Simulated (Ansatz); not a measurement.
Relaxation of CH$_{3}$AlBF (7 atoms, charge 0, multiplicity 1), to a largest force component of 0.02 eV/Å in at most 50 steps.

Computed with RKS revPBE-D4/def2-SVP (Ansatz 0.2.0).

```xyz
7
Properties=species:S:1:pos:R:3
F -2.394 -1.059 1.160
C -1.658 -0.457 0.198
B -0.303 -0.096 0.118
Al 1.652 0.463 -0.186
H -0.725 -0.355 1.178
H 2.415 1.537 0.658
H 2.581 -0.159 -1.280
```

Task: Where does it end, and by what steps?

Result: The forces met the threshold. After 21 steps the energy has fallen by 1.864 eV; H5 moved furthest, 1.20 Å. Parted: B3–H5.

```json
{"step": "0", "energy less start (eV)": "0.0000", "largest force component (eV/Å)": "3.545", "accepted": "yes"}
{"step": "1", "energy less start (eV)": "-0.7448", "largest force component (eV/Å)": "2.874", "accepted": "yes"}
{"step": "2", "energy less start (eV)": "-1.1052", "largest force component (eV/Å)": "2.144", "accepted": "yes"}
{"step": "3", "energy less start (eV)": "-1.1822", "largest force component (eV/Å)": "6.558", "accepted": "yes"}
{"step": "4", "energy less start (eV)": "-1.4368", "largest force component (eV/Å)": "1.026", "accepted": "yes"}
{"step": "5", "energy less start (eV)": "-1.5306", "largest force component (eV/Å)": "0.790", "accepted": "yes"}
{"step": "6", "energy less start (eV)": "-1.5544", "largest force component (eV/Å)": "0.624", "accepted": "yes"}
{"step": "7", "energy less start (eV)": "-1.5798", "largest force component (eV/Å)": "0.446", "accepted": "yes"}
{"step": "8", "energy less start (eV)": "-1.6133", "largest force component (eV/Å)": "0.494", "accepted": "yes"}
{"step": "9", "energy less start (eV)": "-1.6968", "largest force component (eV/Å)": "0.766", "accepted": "yes"}
{"step": "10", "energy less start (eV)": "-1.7638", "largest force component (eV/Å)": "0.528", "accepted": "yes"}
{"step": "11", "energy less start (eV)": "-1.7805", "largest force component (eV/Å)": "0.471", "accepted": "yes"}
{"step": "12", "energy less start (eV)": "-1.7583", "largest force component (eV/Å)": "1.380", "accepted": "no"}
{"step": "13", "energy less start (eV)": "-1.8041", "largest force component (eV/Å)": "0.414", "accepted": "yes"}
{"step": "14", "energy less start (eV)": "-1.8337", "largest force component (eV/Å)": "0.247", "accepted": "yes"}
{"step": "15", "energy less start (eV)": "-1.8574", "largest force component (eV/Å)": "0.082", "accepted": "yes"}
{"step": "16", "energy less start (eV)": "-1.8622", "largest force component (eV/Å)": "0.070", "accepted": "yes"}
{"step": "17", "energy less start (eV)": "-1.8626", "largest force component (eV/Å)": "0.149", "accepted": "yes"}
{"step": "18", "energy less start (eV)": "-1.8497", "largest force component (eV/Å)": "0.380", "accepted": "no"}
{"step": "19", "energy less start (eV)": "-1.8622", "largest force component (eV/Å)": "0.115", "accepted": "no"}
{"step": "20", "energy less start (eV)": "-1.8637", "largest force component (eV/Å)": "0.056", "accepted": "yes"}
{"step": "21", "energy less start (eV)": "-1.8639", "largest force component (eV/Å)": "0.005", "accepted": "yes"}
```

```xyz
7
Properties=species:S:1:pos:R:3
F -2.280 -1.289 0.363
C -1.352 -0.438 0.846
B -0.055 -0.144 0.297
Al 1.833 0.414 -0.326
H -1.672 0.073 1.780
H 2.647 1.484 0.547
H 2.446 -0.225 -1.661
```

Run time: 40 s on 1 thread of Intel(R) Xeon(R) Platinum 8223CL CPU @ 3.00GHz (Skylake/Cascade Lake), on a shared host, peak memory 0.18 GiB.
